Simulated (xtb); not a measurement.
Harmonic IR lines of one isomer of C9H9B2N, unscaled. These are GFN2-xTB in xtb 6.7.1 values and carry that method's errors.

```csv
wavenumber (cm⁻¹),relative intensity
695,3.7
714,5.1
774,5.6
811,67
823,26
854,4.2
952,4.3
1147,5.2
1195,4.5
1221,16
1242,9.3
1256,29
1324,21
1360,18
1373,3.1
1436,3.5
1477,9.6
1563,8.6
2647,100
2675,31
2705,26
3071,5.5
3078,19
3096,9.8
3103,3.9
```

**Question.** Identify which structure gives these lines.
(A) `Bc1cc(B)c2ccccc2n1`
(B) `Bc1cc(B)c2ncccc2c1`
(C) `Bc1ccc2c(B)cccc2n1`
(D) `Bc1ccc2c(B)ccnc2c1`

**Answer.** C, `Bc1ccc2c(B)cccc2n1`
